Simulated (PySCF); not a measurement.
**Ions at one geometry of Hg(SH)2**

PySCF 2.14.0, RKS PBE0, Hg def2-SVP with ECP60, S def2-SVP, H def2-SVP; non-relativistic Hamiltonian with scalar-relativistic core potentials where named; density fitting; no spin-orbit coupling; singlets restricted, open shells unrestricted. The geometry is relaxed for charge 0, singlet, vacuum:

```xyz
5

Hg    0.0000    0.0000    0.4904
S     2.3181    0.3470    0.5187
H     2.5731   -0.5778   -0.4345
S    -2.3181   -0.3470    0.5187
H    -2.5731    0.5778   -0.4345
```

Energies count from the relaxed state; an electron taken off or put on is at rest in vacuum. Charges and spins are Mulliken's.

```csv
state,energy (eV),spin squared,charge on Hg1 (e),spin on Hg1 (e),dipole about the centre of mass (D)
"charge 0, singlet, vacuum",0.00,0.00,0.36,0.00,1.29
"charge -1, doublet, vacuum",0.56,0.75,-0.16,0.48,0.43
```

Problem. What does the state charge +1, doublet, vacuum give?

Solution. energy (eV) 9.32, spin squared 0.76, charge on Hg1 (e) 0.57, spin on Hg1 (e) -0.01, dipole about the centre of mass (D) 1.55.

With an electron taken off (doublet) the charges change, summed by element, by Hg +0.21 e, S +0.64 e, H +0.15 e. The vertical ionisation energy is 9.32 eV, against −ε(HOMO) = 7.28 eV of the relaxed state. The level lies 2.0 eV too high, as is usual for semilocal functionals and global hybrids, which keep a self-interaction error.

With an electron put on (doublet) the charges change, summed by element, by Hg -0.52 e, S -0.31 e, H -0.17 e. The vertical electron affinity is -0.56 eV, against −ε(LUMO) = 1.35 eV of the relaxed state. The basis has no diffuse functions, which an added electron needs. The added electron's level lies above zero.

Open shells may have lower solutions than those found.
